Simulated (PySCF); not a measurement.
CH₃Cl₂NSi₂, SMILES Cl[Si]1(Cl)C=N[SiH2]1. Atoms are numbered in the order given.

```xyz
9

Cl     1.4629    -0.0990     1.6626
Si     0.2532     0.0212     0.0000
Cl     1.4629    -0.0990    -1.6626
C     -0.9838     1.4732     0.0000
N     -2.1553     0.9414     0.0000
Si    -1.8965    -0.8514     0.0000
H     -0.8608     2.5718     0.0000
H     -2.4408    -1.5063    -1.2190
H     -2.4408    -1.5063     1.2190
```
Charge 0, spin multiplicity 1.

The structure is a stationary point at ωB97X-D3(BJ)/def2-SVP. This is a generated structure with no PubChem entry under its InChIKey; it may be hypothetical.

Two levels are set side by side: PBE/pcSseg-1 (PySCF) and B3LYP/pcSseg-1 (PySCF). GIAO shifts against HCl (³⁵Cl), NH3 (¹⁵N), TMS (²⁹Si), TMS (¹H), TMS (¹³C) at the same level; non-relativistic, no solvent, atoms listed together averaged. Without spin–orbit terms, shifts of atoms bonded to Cl or Br come out too high at both levels. Differences are taken from unrounded values.

| quantity | B3LYP |
|---|---|
| δ(³⁵Cl) of Cl1, Cl3 (ppm) | 108.8 |
| δ(²⁹Si) of Si2 (ppm) | 30.7 |
| δ(¹³C) of C4 (ppm) | 224.3 |
| δ(¹⁵N) of N5 (ppm) | 534.0 |
| δ(²⁹Si) of Si6 (ppm) | 24.4 |
| δ(¹H) of H7 (ppm) | 10.13 |
| δ(¹H) of H8, H9 (ppm) | 5.78 |

### Question
What does PBE give, and how far is it from B3LYP? (The exact figures need the calculation; the answer reports its results.)

### Answer

```
quantity                     PBE  PBE minus B3LYP
-------------------------  -----  ---------------
δ(³⁵Cl) of Cl1, Cl3 (ppm)  137.3             28.5
δ(²⁹Si) of Si2 (ppm)        24.2             -6.5
δ(¹³C) of C4 (ppm)         222.6             -1.7
δ(¹⁵N) of N5 (ppm)         515.3            -18.7
δ(²⁹Si) of Si6 (ppm)        26.1              1.7
δ(¹H) of H7 (ppm)          10.19             0.05
δ(¹H) of H8, H9 (ppm)       6.07             0.29
```

Rough cost on one machine, each run with all the roots and properties that it gave: B3LYP against PBE within a factor of 2.
